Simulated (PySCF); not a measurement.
**Energy of Os (osmium, neutral) between two integer charges**

The 6s beta orbital of [Xe] 4f14 5d6 6s2 is emptied in steps (occupation f), with all orbitals relaxed, ending at [Xe] 4f14 5d6 6s1. All numbers are calculated (PySCF 2.14, scalar relativity through the core potential, in aug-cc-pVTZ-PP with ECP60MDF). The exact energy is a straight line in f; departures are measured from the line between the end points of the same method.

```json
{"f": "1", "PBE0 (eV)": "0.000", "r2SCAN (eV)": "0.000", "LC-wPBE (eV)": "0.000"}
{"f": "0.75", "PBE0 (eV)": "-0.412", "r2SCAN (eV)": "-0.558", "LC-wPBE (eV)": "0.020"}
{"f": "0.5", "PBE0 (eV)": "-0.558", "r2SCAN (eV)": "-0.776", "LC-wPBE (eV)": "0.020"}
{"f": "0.25", "PBE0 (eV)": "-0.434", "r2SCAN (eV)": "-0.610", "LC-wPBE (eV)": "0.008"}
{"f": "0", "PBE0 (eV)": "0.000", "r2SCAN (eV)": "0.000", "LC-wPBE (eV)": "0.000"}
```

| method | E(f=0) − E(f=1) (eV) | −ε at f=1 (eV) | −ε at f=0.5 (eV) |
| --- | --- | --- | --- |
| PBE0 | 8.053 | 5.878 | 8.007 |
| r2SCAN | 8.057 | 5.185 | 7.911 |
| LC-wPBE | 7.780 | 7.902 | 7.745 |

Orbital energy along the path (eV):

```csv
f,PBE0,r2SCAN,LC-wPBE
1,-5.878,-5.185,-7.902
0.75,-6.933,-6.483,-7.816
0.5,-8.007,-7.911,-7.745
0.25,-9.117,-9.587,-7.734
0,-10.485,-11.370,-7.743
```

Reference removal energy between the ground levels: 8.438 eV (measured; NIST Atomic Spectra Database, ionization energies). The calculation has no spin-orbit coupling.
